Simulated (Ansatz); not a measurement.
CH₄ClNOSi, SMILES `O/C(Cl)=N/[SiH3]`, relaxed with RKS PBE-D4/def2-SVP in Ansatz 0.2.0 from a rough embedded geometry. The force threshold is 0.03 eV/Å; the program also tests the step.

Total charge 0; spin multiplicity 1.

Start:

```xyz
9

O     2.064   -1.171    0.044
C     1.101   -0.371    0.316
Cl    1.352    0.627    1.640
N     0.045   -0.437   -0.411
Si   -1.312    0.566   -0.275
H     1.792   -1.732   -0.754
H    -1.902    0.303    1.088
H    -2.297    0.231   -1.296
H    -0.842    1.984   -0.352
```

| step | energy (eV) | largest force (eV/Å) | largest move (Å) |
| --- | --- | --- | --- |
| 1 | -25015.1240 | 3.901 | 0.000 |
| 2 | -25015.4380 | 2.497 | 0.115 |
| 3 | -25015.5250 | 1.115 | 0.071 |
| 4 | -25015.5320 | 0.633 | 0.064 |
| 5 | -25015.5519 | 0.317 | 0.048 |
| 6 | -25015.5569 | 0.067 | 0.024 |
| 7 | -25015.5571 | 0.020 | 0.004 |

End:

```xyz
9

O     2.159   -1.242    0.061
C     1.106   -0.433    0.253
Cl    1.462    0.626    1.641
N     0.049   -0.429   -0.432
Si   -1.363    0.603   -0.235
H     1.915   -1.798   -0.712
H    -2.023    0.349    1.093
H    -2.324    0.268   -1.335
H    -0.982    2.056   -0.335
```

Hardware: 4 threads of an Arm Neoverse V1 on a shared host. Wall time 9.5 s, peak host memory 0.18 GiB.
